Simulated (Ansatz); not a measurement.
Born–Oppenheimer molecular dynamics of GeH$_{4}$O$_{2}$ (7 atoms, charge 0, multiplicity 1). It starts from a relaxed structure.

Theory: RKS PBE0-D4/def2-SVP in Ansatz 0.2.0.

```
ensemble        : NVT, Nosé–Hoover chain
time step       : 0.5 fs
steps asked     : 100
set temperature : 700 K
thermostat      : time constant 100 fs, chain length 5
seed            : 827163
```

First frame:

```xyz
7
Properties=species:S:1:pos:R:3
Ge 0.022 -0.002 0.036
H -0.009 0.003 1.579
H 1.429 0.035 -0.564
O -0.834 1.412 -0.608
H -1.758 1.216 -0.803
O -0.811 -1.460 -0.549
H -1.324 -1.901 0.136
```

Question: How far do the bonds stretch over the last three quarters of this one trajectory? (Pairs bonded in most of those frames.)

Answer: 
```tsv
bond	mean (Å)	spread (Å)	shortest	longest
Ge1–H2	1.544	0.028	1.50	1.59
Ge1–H3	1.538	0.012	1.52	1.56
Ge1–O4	1.791	0.048	1.70	1.85
Ge1–O6	1.774	0.050	1.71	1.86
O4–H5	0.971	0.031	0.92	1.01
O6–H7	0.967	0.019	0.93	0.99
```

Mean temperature of the second half: 322 K. The conserved energy stayed within 0.44 meV per atom of its start (net change 0.21 meV per atom), so the integration is sound. The mean temperature of the second half is 54 % below the set value. A run of 0.05 ps of so small a system gives no equilibrium averages.

Time of the run: 4.4 min on 1 thread of Arm Neoverse V1, with other jobs on the host, peak memory 0.15 GiB.
